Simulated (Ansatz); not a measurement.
The cluster Ba₅⁺, relaxed as a doublet with UKS PBE/def2-SVP in Ansatz, starting from the GFN2-xTB geometry. Force threshold 0.02 eV/Å.

In the def2 sets Ba takes a core potential; there is no spin–orbit coupling. The structure comes from a short search, and lower isomers may exist.

Start:

| atom | x (Å) | y (Å) | z (Å) |
| --- | --- | --- | --- |
| Ba1 | 0.7727 | 2.1065 | -1.1578 |
| Ba2 | 0.1934 | 1.3906 | 2.9881 |
| Ba3 | -2.5534 | -0.2286 | 0.3171 |
| Ba4 | 1.8815 | -1.6249 | 0.6606 |
| Ba5 | -0.2942 | -1.6436 | -2.8080 |

Q: Estimate the energy that the relaxation releases and the steps that it takes.

A: 4.4 kcal/mol, in 4 steps; 61 s on 4 threads of Intel Xeon on a shared host. No frequencies were taken in this run, so the end may be a saddle point.

Q: Does the start keep its bonding and symmetry?

A: By distances, no bond broke or formed. The bond that changes most is Ba4–Ba5, from 4.09 to 4.40 Å (atoms count from 1). The end is the same structure that another start reached, the lowest one found. Point group Cs at the start, D3h at the end, both within 0.05 Å.

Q: Predict the relaxed structure.

A: 
```xyz
5

Ba    0.7830    2.1660   -1.1931
Ba    0.2637    1.6329    3.1471
Ba   -2.5275   -0.4020    0.4211
Ba    1.7469   -1.7571    0.7674
Ba   -0.2661   -1.6397   -3.1426
```
Bond lengths (bridged metal pairs left out): 9 × Ba–Ba 4.40 to 4.50 Å.
